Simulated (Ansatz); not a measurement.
A geometry relaxed with B3LYP-D3(BJ)/def2-TZVP (Ansatz, a first-principles code), charge 0, multiplicity 1:

```xyz
10

In     0.0333     0.7650     0.2428
H     -1.7723    -1.2491    -0.3398
C     -1.8903    -0.2444     0.0629
H     -2.5515     0.3265    -0.5904
C      1.8750    -0.2918    -0.2477
H      2.6569     0.3977    -0.5627
H      0.0887     2.4159     0.8001
H      2.2251    -0.8244     0.6392
H      1.6976    -1.0246    -1.0345
H     -2.3659    -0.3092     1.0428
```

Problem. Write the SMILES of this molecule.

Solution. `[CH3][InH][CH3]`
